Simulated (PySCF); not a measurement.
Compound: CH6BiNSi.
Atom-mapped SMILES: `[H]/[N:1]=[CH:2]\[SiH2:3][BiH2:4]` (hydrogens: H5 on N1; H6 on C2; H7, H8 on Si3; H9, H10 on Bi4)

Computed with PySCF 2.14.0, PBE0-D3(BJ)/def2-SVP geometry optimisation, gas phase, def2 core potentials past Kr.

Question: What internal coordinates does the optimisation give?

Answer: 
```json
{"bond": "N1=C2", "length (Å)": "1.272", "order": "double"}
{"bond": "C2–Si3", "length (Å)": "1.900", "order": "single"}
{"bond": "Si3–Bi4", "length (Å)": "2.675", "order": "single"}
{"bond": "N1–H5", "length (Å)": "1.029", "order": "single"}
{"bond": "C2–H6", "length (Å)": "1.108", "order": "single"}
{"bond": "Si3–H7, Si3–H8", "length (Å)": "1.498", "order": "single"}
{"bond": "Bi4–H9, Bi4–H10", "length (Å)": "1.798", "order": "single"}
```

Bonds in one row agree within 0.01 Å and their mean is given. Orders are formal, as drawn. A selection of angles:
```json
{"angle": "C2–N1–H5", "degrees": "110.8"}
{"angle": "N1–C2–Si3", "degrees": "127.0"}
{"angle": "N1–C2–H6", "degrees": "116.4"}
{"angle": "Si3–C2–H6", "degrees": "116.6"}
{"angle": "C2–Si3–Bi4", "degrees": "111.1"}
{"angle": "C2–Si3–H7", "degrees": "107.8"}
{"angle": "C2–Si3–H8", "degrees": "110.3"}
{"angle": "Bi4–Si3–H7", "degrees": "109.9"}
{"angle": "Bi4–Si3–H8", "degrees": "108.3"}
{"angle": "H7–Si3–H8", "degrees": "109.3"}
{"angle": "Si3–Bi4–H9", "degrees": "88.5"}
{"angle": "Si3–Bi4–H10", "degrees": "88.0"}
{"angle": "H9–Bi4–H10", "degrees": "90.1"}
```

Torsions: N1–C2–Si3–Bi4 107° (anticlinal); H5–N1–C2–Si3 2° (synperiplanar). The mirror-image conformer, all signs reversed, is as good.

Si3 (SiH2 silicon) is tetrahedral (angles from 107.8° to 111.1°). Bi4 (bismuth bonded to Si and 2 H) is pyramidal (angles 90.1°, 88.5° and 88.0°, sum 266.6°, 1.17 Å off the plane of its three neighbours).

Point group: C1 (no symmetry element, even within 0.4 Å). Whether it is a minimum is left open (no frequencies). One conformer, not necessarily the lowest (N1–C2–Si3–Bi4 107°, C2–Si3–Bi4–H -42° and 48°).

Time: 22 s; peak memory 0.43 GiB. Hardware: one thread, Arm Neoverse V2 (aarch64), shared host with 96 logical CPUs at a one-minute load of 13. These figures are those of the optimisation.
